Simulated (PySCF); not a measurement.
A run for PySCF: R-HF/STO-3G on GeH4 (SMILES [GeH4]).

```python
from pyscf import gto, scf, dft, mp
from pyscf.data.elements import chemcore

mol = gto.M(
    atom='''
    Ge   -0.00979652    0.18848539    3.50021549
    H    -0.13759747    0.33894849    5.02658266
    H    -1.01675587   -0.86828753    3.02072129
    H     1.41466098   -0.26275115    3.15253350
    H    -0.31478906    1.53383120    2.82948804
    ''',
    basis='sto-3g',
    charge=0, spin=0, verbose=3, max_memory=1800)
mf = scf.RHF(mol)
mf.conv_tol = 1e-8
mf.max_cycle = 100
mf.kernel()
if not mf.converged:
    mf = mf.newton().run(mf.mo_coeff, mf.mo_occ)
```

### Question
Give the final energy of this run.

### Answer
-2054.0733 hartree.
